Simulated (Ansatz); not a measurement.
`C=[C](C)[InH2]` + H₂ → `C=[CH][InH2]` + CH₄  (hydrogenolysis of a C–C bond)

Gas-phase electronic energies from Ansatz, PBE0-D4/def2-TZVP geometries. CCSD(T)/CBS is the MP2 limit (def2-TZVPP, def2-QZVPP) plus CCSD(T) − MP2 in def2-TZVPP, frozen cores. This one scheme is used for every species. DFT in def2-TZVPP. Elements past krypton have def2 core potentials. For In outer-core shells are correlated without core-valence functions, which leaves a few kJ/mol of doubt a bond.

```json
{"level": "revPBE-D4", "ΔE (kJ/mol)": "-50.4", "difference from CCSD(T)/CBS": "9.0"}
{"level": "BHLYP-D4", "ΔE (kJ/mol)": "-66.9", "difference from CCSD(T)/CBS": "-7.5"}
{"level": "PBE", "ΔE (kJ/mol)": "-61.3", "difference from CCSD(T)/CBS": "-1.9"}
{"level": "r2SCAN0", "ΔE (kJ/mol)": "-64.2", "difference from CCSD(T)/CBS": "-4.8"}
{"level": "CAM-B3LYP", "ΔE (kJ/mol)": "-70.4", "difference from CCSD(T)/CBS": "-11.0"}
{"level": "CCSD(T)/def2-SVP", "ΔE (kJ/mol)": "-61.5", "difference from CCSD(T)/CBS": "-2.1"}
{"level": "HF/def2-TZVPP", "ΔE (kJ/mol)": "-84.4", "difference from CCSD(T)/CBS": "-25.0"}
{"level": "MP2/def2-TZVPP", "ΔE (kJ/mol)": "-55.3", "difference from CCSD(T)/CBS": "4.1"}
{"level": "SCS-MP2/def2-TZVPP", "ΔE (kJ/mol)": "-60.6", "difference from CCSD(T)/CBS": "-1.2"}
{"level": "MP2/def2-QZVPP", "ΔE (kJ/mol)": "-54.2", "difference from CCSD(T)/CBS": "5.2"}
{"level": "CCSD(T)/CBS", "ΔE (kJ/mol)": "-59.4", "difference from CCSD(T)/CBS": "0"}
```

Largest T1 diagnostic among the species: 0.013.

From PBE to PBE0 (25 % exact exchange), in def2-TZVPP and without D4, ΔE moves by −3.5 kJ/mol. In def2-TZVPP, CCSD(T) changes the Hartree–Fock value by +23.3 kJ/mol (the triples alone add +4.7 kJ/mol) and MP2 by +29.2 kJ/mol.

CCSD(T)/CBS has its own doubt, a few kJ/mol and more with outer-core shells, so smaller differences from it don't rank the levels.
